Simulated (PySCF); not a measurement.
## Basis and Hamiltonian dependence of the ionisation energy of O²⁺

O²⁺ [He] 2s2 2p2 (3P) → O³⁺ [He] 2s2 2p1 (2P). All values are computed (PySCF 2.14, energy differences of UHF-based or UKS calculations, no spin-orbit coupling). Values in eV.

```
                                                              basis       Hamiltonian  functions     UHF     LDA    PBE0  MP2 (valence)  CCSD(T) (valence)  CCSD(T) (valence and next inner shell)
                                                             6-31G*  non-relativistic         14  54.682     n/a     n/a         54.742             54.486                                     n/a
                                                      jorge-DZP-DKH     spin-free X2C         15  54.847     n/a     n/a         54.959             54.717                                     n/a
                                                       ANO-RCC-VTZP     spin-free X2C         30  54.596  55.424  55.309         54.943             54.730                                  54.748
                                                            cc-pVTZ  non-relativistic         30  54.575     n/a     n/a         54.951             54.748                                     n/a
                                                       x2c-TZVPPall     spin-free X2C         31  54.601  55.412  55.298         54.966             54.760                                  54.781
                                                          def2-TZVP  non-relativistic         31  54.607     n/a     n/a         54.971             54.763                                     n/a
                                                        def2-TZVPPD  non-relativistic         40  54.606  55.417  55.303         54.971             54.763                                  54.785
                                                         dyall-av2z  non-relativistic         42  54.611  55.421  55.308         54.864             54.648                                     n/a
                                                        def2-QZVPPD  non-relativistic         66  54.615  55.425  55.310         55.044             54.836                                  54.878
  x2c-QZVPPall with one added diffuse shell each of s, p, d, f type     spin-free X2C         73  54.609  55.420  55.305         55.040             54.833                                  54.875
                                                        aug-cc-pVQZ  non-relativistic         80  54.609  55.418  55.301         55.040             54.831                                     n/a
aug-cc-pVQZ with one added diffuse shell each of s, p, d, f, g type  non-relativistic        105  54.608  55.418  55.301         55.040                n/a                                     n/a
                                                      aug-cc-pwCVQZ  non-relativistic        109  54.608  55.421  55.303         55.050                n/a                                     n/a
                                                    aug-cc-pCVQZ-DK     spin-free X2C        109  54.602  55.416  55.298         55.043                n/a                                     n/a
```

Frozen in the all-electron rows: valence: 1s2; valence and next inner shell: nothing.

Between the lowest levels the reference is 54.936 eV (semi-empirical (NIST evaluation); NIST Atomic Spectra Database, ionization energies); it includes spin-orbit coupling, which these numbers lack.
